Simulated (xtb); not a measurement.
trisilane (H$_{8}$Si$_{3}$), singlet, at a GFN2-xTB geometry; GFN0-xTB in xtb.

xtb was given this input:
```
$ xtb mol.xyz --gfn 0 --acc 0.0001 --json

# file mol.xyz
11

Si     1.84434748     0.77811444    -0.03231500
Si     0.16416537    -0.81270586    -0.09228709
Si    -1.99843538    -0.01529745     0.11893695
H      3.19901703     0.23312390    -0.14758428
H      1.70184530     1.75355602    -1.11706786
H      1.81606434     1.54371778     1.21735150
H      0.41379658    -1.82450880     0.94977864
H      0.27643206    -1.59248980    -1.33779706
H     -2.32028977     0.95246609    -0.93389650
H     -2.19373438     0.68155636     1.39358787
H     -3.03421581    -1.04897755     0.05493974
```

Problem. Predict the main parts of the log of this xtb run.

Solution. 
```
   ID    Z sym.   atoms
    1   14 Si     1-3
    2    1 H      4-11

           -------------------------------------------------
          |                Calculation Setup                |
           -------------------------------------------------

           -------------------------------------------------
          |                 G F N 0 - x T B                 |
           -------------------------------------------------

          ...................................................
          :                      SETUP                      :
          :.................................................:
          :  # basis functions                  46          :
          :  # atomic orbitals                  43          :
          :  # shells                           25          :
          :  # electrons                        20          :
          :  electronic temp.          300.0000000     K    :
          :  accuracy                    0.0001000          :
          :  -> integral cutoff          0.6500000E+02      :
          :  -> integral neglect         0.1000000E-11      :
          ...................................................

         :::::::::::::::::::::::::::::::::::::::::::::::::::::
         ::                     SUMMARY                     ::
         :::::::::::::::::::::::::::::::::::::::::::::::::::::
         :: total energy              -9.937782286611 Eh    ::
         :: gradient norm              0.010090047964 Eh/a0 ::
         :: HOMO-LUMO gap              2.676638949376 eV    ::
         ::.................................................::
         :: H0 energy                 -9.977003292724 Eh    ::
         :: repulsion energy           0.107685148034 Eh    ::
         :: electrostat energy        -0.065805078263 Eh    ::
         :: -> Gsolv                   0.000000000000 Eh    ::
         ::    -> Gsasa                0.000000000000 Eh    ::
         ::    -> Gshift               0.000000000000 Eh    ::
         :: dispersion energy         -0.002659063658 Eh    ::
         :: short-range corr.          0.000000000000 Eh    ::
         :: add. restraining           0.000000000000 Eh    ::
         :: total charge              -0.000000000000 e     ::
         :::::::::::::::::::::::::::::::::::::::::::::::::::::

           -------------------------------------------------
          |                Property Printout                |
[...]
             Fermi-level            0.0000000 Eh            0.0000 eV

     #   Z          covCN         q      C6AA      α(0)
     1  14 Si       3.695     0.370   141.952    22.025
     2  14 Si       3.715     0.268   145.551    22.296
     3  14 Si       3.695     0.370   141.952    22.025
     4   1 H        0.918    -0.121     6.381     3.951
     5   1 H        0.918    -0.128     6.670     4.039
     6   1 H        0.918    -0.128     6.678     4.042
     7   1 H        0.915    -0.125     6.546     4.002
     8   1 H        0.915    -0.125     6.546     4.002
     9   1 H        0.918    -0.128     6.678     4.042
    10   1 H        0.918    -0.128     6.670     4.039
    11   1 H        0.918    -0.121     6.381     3.951

 Mol. C6AA /au·bohr⁶  :       3161.578045
 Mol. C8AA /au·bohr⁸  :     139952.951102
 Mol. α(0) /au        :         98.411582

Wiberg/Mayer (AO) data.
largest (>0.10) Wiberg bond orders for each atom

 ---------------------------------------------------------------------------
     #   Z sym  total        # sym  WBO       # sym  WBO       # sym  WBO
 ---------------------------------------------------------------------------
     1  14 Si   3.781 --     2 Si   1.010     5 H    0.866     6 H    0.866
                             4 H    0.866
     2  14 Si   3.913 --     3 Si   1.010     1 Si   1.010     8 H    0.834
                             7 H    0.834
     3  14 Si   3.781 --     2 Si   1.010    10 H    0.866     9 H    0.866
                            11 H    0.866
     4   1 H    0.912 --     1 Si   0.866
     5   1 H    0.912 --     1 Si   0.866
     6   1 H    0.912 --     1 Si   0.866
     7   1 H    0.924 --     2 Si   0.834
     8   1 H    0.924 --     2 Si   0.834
     9   1 H    0.912 --     3 Si   0.866
    10   1 H    0.912 --     3 Si   0.866
    11   1 H    0.912 --     3 Si   0.866
 ---------------------------------------------------------------------------

Topologies differ in total number of bonds
Writing topology from bond orders to xtbtopo.mol

 dipole moment from electron density (au)
     X       Y       Z
   0.0270  -0.1339  -0.0152  total (Debye):    0.349

           -------------------------------------------------
          | TOTAL ENERGY               -9.937782286611 Eh   |
          | GRADIENT NORM               0.010090047964 Eh/α |
          | HOMO-LUMO GAP               2.676638949376 eV   |
           -------------------------------------------------

normal termination of xtb
```
